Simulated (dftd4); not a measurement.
C2H5O, doublet, at a GFN2-xTB geometry; D4 for pbe run with dftd4.

Input for dftd4:
```
$ dftd4 mol.xyz --func pbe --charge 0 --json dftd4.json --noedisp --grad

# file mol.xyz
8

C      0.03125258     1.18191608    -0.33854728
O      0.24457802     0.10933479     0.47247031
C     -0.15594763    -1.13288175    -0.04057529
H      0.25141382     2.12178844     0.12572380
H     -0.68830879     1.10700708    -1.13482660
H      0.02617298    -1.87049463     0.73935228
H     -1.22049242    -1.13034851    -0.30195112
H      0.42276052    -1.39683663    -0.93332548
```

**Question.** What does dftd4 print? Leave out banner, timings and long lists.

**Answer.** 
```
                    ____  _____ _____     ____  _  _
      -------------|  _ \|  ___|_   _|---|  _ \| || |------------
     |             | | | | |_    | | ___ | | | | || |_           |
     |             | |_| |  _|   | ||___|| |_| |__   _|          |
     |             |____/|_|     |_|     |____/   |_|            |
     |             ===================================           |
     |            E. Caldeweyher, S. Ehlert & S. Grimme          |
     |          Mulliken Center for Theoretical Chemistry        |
     |                    University of Bonn                     |
      -----------------------------------------------------------

Rational (Becke-Johnson) damping: pbe-D4-ATM
---------------------
  s6         1.0000
  s8         0.9595
  s9         1.0000
  a1         0.3857
  a2         4.8069
 alp        16.0000
--------------------

Dispersion energy:      -3.2275193082338E-03 Eh

Gradient norm:           2.1222869340402E-04 Eh/a0
--------------------------------------------------
     #    Z           dE/dx      dE/dy      dE/dz
--------------------------------------------------
     1    6 C    -7.158E-06  1.344E-04 -3.740E-05
     2    8 O     1.018E-05  2.969E-06  2.417E-05
     3    6 C    -2.672E-05 -1.329E-04 -2.403E-05
     4    1 H     9.640E-06  4.169E-05  4.462E-06
     5    1 H     3.324E-06  3.566E-05 -3.629E-06
     6    1 H     3.159E-06 -2.945E-05  1.377E-05
     7    1 H     1.311E-06 -2.572E-05  1.229E-05
     8    1 H     6.268E-06 -2.671E-05  1.036E-05
--------------------------------------------------

Virial:
--------------------------------------------------
      component           x          y          z
--------------------------------------------------
          x       1.455E-05  5.841E-05  3.485E-06
          y       5.841E-05  1.056E-03 -1.191E-04
          z       3.485E-06 -1.191E-04  5.015E-05
--------------------------------------------------

[Info] Dispersion results written to 'dftd4.txt'
[Info] JSON dump of results written to 'dftd4.json'
```
